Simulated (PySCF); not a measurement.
Te(OMe)(SiMe3), SMILES [Si](C)(C)(C)[Te]OC (C₄H₁₂OSiTe), GFN2-xTB optimised geometry.

```
19

Te    -1.96    -0.68     0.00
O     -2.00     1.35     0.00
C     -2.20     2.01     1.21
H     -1.43     1.77     1.95
H     -2.15     3.08     0.99
H     -3.18     1.78     1.64
Si     0.58    -0.68     0.00
C      1.26     0.09     1.61
C      1.21     0.32    -1.50
C      1.12    -2.50    -0.11
H      2.34     0.02     1.66
H      1.00     1.15     1.67
H      0.86    -0.40     2.50
H      0.70     1.28    -1.54
H      1.01    -0.20    -2.43
H      2.28     0.51    -1.44
H      0.72    -2.98    -1.00
H      0.78    -3.08     0.75
H      2.20    -2.58    -0.15
```

Density from PBE0/def2-SVP, def2 effective core potentials past Kr in PySCF at that geometry. The core electrons that the potentials of Te replace are not part of the density.

Minimum of the electron density along straight lines between bonded atoms, close to the bond critical point (lines longer than 1.1 times the sum of covalent radii, or with two minima, are not listed):

| bond | length / Å | ρ at the minimum / e bohr⁻³ | ∇²ρ there / e bohr⁻⁵ | position (fraction from the first atom) |
|---|---|---|---|---|
| Te1–O2 | 2.028 | 0.104 | 0.34 | 0.50 |
| O2–C3 | 1.391 | 0.268 | -0.38 | 0.66 |
| C3–H4 | 1.094 | 0.280 | -1.04 | 0.63 |
| C3–H5 | 1.092 | 0.280 | -1.06 | 0.63 |
| C3–H6 | 1.094 | 0.280 | -1.05 | 0.63 |
| Te1–Si7 | 2.539 | 0.078 | -0.07 | 0.66 |
| Si7–C8 | 1.915 | 0.109 | 0.29 | 0.38 |
| Si7–C9 | 1.909 | 0.111 | 0.29 | 0.38 |
| Si7–C10 | 1.907 | 0.110 | 0.30 | 0.38 |
| C8–H11 | 1.086 | 0.271 | -0.96 | 0.62 |
| C8–H12 | 1.086 | 0.272 | -0.97 | 0.63 |
| C8–H13 | 1.087 | 0.272 | -0.97 | 0.63 |
| C9–H14 | 1.086 | 0.273 | -0.99 | 0.63 |
| C9–H15 | 1.086 | 0.272 | -0.98 | 0.63 |
| C9–H16 | 1.086 | 0.271 | -0.97 | 0.62 |
| C10–H17 | 1.085 | 0.273 | -0.98 | 0.63 |
| C10–H18 | 1.085 | 0.272 | -0.98 | 0.62 |
| C10–H19 | 1.084 | 0.272 | -0.97 | 0.62 |
